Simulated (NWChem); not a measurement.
Species: C4H5Cl; SMILES C=C=C(C)Cl

```xyz
10

C      0.6326    -2.4033     0.0000
C      0.1553    -1.1865     0.0000
C     -0.3384     0.0223     0.0000
C     -1.7928     0.3987     0.0000
Cl     0.7788     1.4112     0.0000
H      0.8433    -2.9352     0.9269
H      0.8433    -2.9352    -0.9269
H     -2.0368     0.9974    -0.8852
H     -2.0368     0.9974     0.8852
H     -2.4130    -0.5023     0.0000
```
Atoms are numbered in this order, from 1.

Computed with NWChem. Pople sets run with spherical d functions. Coordinates come from a B3LYP/6-31G* (spherical d) optimisation. GIAO values for the isolated, static molecule; σ is the absolute isotropic shielding, δ = σ(reference) − σ with the isolated reference molecule computed at the same levels (13C: tetramethylsilane, 1H: tetramethylsilane).

| level | δ C1 (ppm) | δ C2 (ppm) | δ C3 (ppm) | δ C4 (ppm) | σ Cl5 (ppm) | δ H6 (ppm) | δ H8 (rotor mean) (ppm) |
|---|---|---|---|---|---|---|---|
| BHandHLYP/pcSseg-1 | 88.2 | 224.8 | 118.4 | 25.4 | 729.5 | 5.30 | 2.04 |
| B3LYP/6-31G* | 77.7 | 197.8 | 106.7 | 23.5 | 726.4 | 4.87 | 1.87 |
| PBE/pcSseg-1 | 86.6 | 217.6 | 118.9 | 26.7 | 663.4 | 5.32 | 2.04 |
| Hartree-Fock/6-31G* | 80.7 | 206.3 | 103.3 | 22.2 | 832.2 | 5.02 | 1.95 |
